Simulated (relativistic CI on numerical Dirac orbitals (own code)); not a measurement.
**Hyperfine structure of Se XXIX, mass number 79**

Computed by Dirac-Coulomb-Breit CI, separate exchange-only KLI orbitals for each configuration, a model potential for QED, unscaled Slater integrals (own radial code, finite nucleus).

CI space (outside the closed core 1s2): 2s²2p², 2s2p³, 2p⁴, 2p³3s, 2p³3p, 2p³3d, 2s²2p3s, 2s²2p3p, 2s²2p3d, 2s2p²3s, 2s2p²3p, 2s2p²3d, 2s²2p4s, 2s²2p4p, 2s²2p4d, 2s²2p4f. Levels of other configurations are missing.

Nuclear spin I = 7/2, μ = -1.018 μN, Q = 0.8 b (tables of Stone and Pyykkö). The electronic factors are computed for point nuclear moments, without core polarisation or the Bohr-Weisskopf and QED corrections.

```json
{"Level": "2s²2p² ³P1", "E (cm⁻¹)": "298247", "A (MHz)": "2198", "B (MHz)": "51000"}
{"Level": "2s²2p² ³P2", "E (cm⁻¹)": "374785", "A (MHz)": "-40530", "B (MHz)": "39800"}
{"Level": "2s²2p² ¹D2", "E (cm⁻¹)": "730129", "A (MHz)": "-22930", "B (MHz)": "61700"}
{"Level": "2s2p³ ⁵S°2", "E (cm⁻¹)": "991146", "A (MHz)": "-92840", "B (MHz)": "21700"}
{"Level": "2s2p³ ³D°1", "E (cm⁻¹)": "1346511", "A (MHz)": "45660", "B (MHz)": "92700"}
{"Level": "2s2p³ ³D°2", "E (cm⁻¹)": "1414591", "A (MHz)": "-75440", "B (MHz)": "130000"}
{"Level": "2s2p³ ³D°3", "E (cm⁻¹)": "1521603", "A (MHz)": "-90800", "B (MHz)": "-474"}
{"Level": "2s2p³ ³P°1", "E (cm⁻¹)": "1718340", "A (MHz)": "-67340", "B (MHz)": "-95800"}
```

Levels with J = 0, under 50 % of one LS term, or S terms without an open s electron are left out. Small factors come from cancelling terms and can be off by tens of per cent or more.

At this charge energies of transitions that change n are usually good to better than 1 %, and those within a shell (Δn = 0) to a few per cent.

(1) Give the hyperfine levels of 2s²2p² ³P2 relative to its centre of gravity.

Answers

(1) With K = F(F + 1) − I(I + 1) − J(J + 1), E = AK/2 + B[¾K(K + 1) − I(I + 1)J(J + 1)]/[2I(2I − 1)J(2J − 1)]: F = 3/2: 386100, F = 5/2: 267000, F = 7/2: 110200, F = 9/2: -74300, F = 11/2: -273700 MHz.

LS names give the leading component of a level, which can be under half, so a name can repeat, a term be missing and a line seem to break the LS rules.
